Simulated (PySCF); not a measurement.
Si(F)(Br)(NH2)2 (BrFH4N2Si), SMILES N[Si](N)(F)Br.

Geometry: ωB97X-D3(BJ)/def2-SVP. The structure was generated by enumeration, and PubChem lists no compound with its InChIKey, so it may never have been made. Other conformers were not sampled.

Two levels are set side by side: TDDFT-PBE/def2-SVPD (PySCF) and TDDFT-LC-ωPBE/def2-SVPD (PySCF). Vertical, same geometry. The lowest singlet is HOMO→LUMO 98 % with PBE and HOMO→LUMO 67 % with the other functional; states are paired by order. Differences are taken from unrounded values.

| quantity | TDDFT-LC-ωPBE | TDDFT-PBE | TDDFT-PBE minus TDDFT-LC-ωPBE |
|---|---|---|---|
| lowest singlet excitation (eV) | 7.61 | 5.95 | -1.66 |
| lowest triplet excitation (TDA) (eV) | 7.12 | 5.74 | -1.38 |

Functionals without exact exchange tend to place singlet excitations lower, as here. Differences between two approximate levels are no errors against the true value.

Rough cost on one machine, each run with all the roots and properties that it gave: TDDFT-LC-ωPBE against TDDFT-PBE about 6 times.
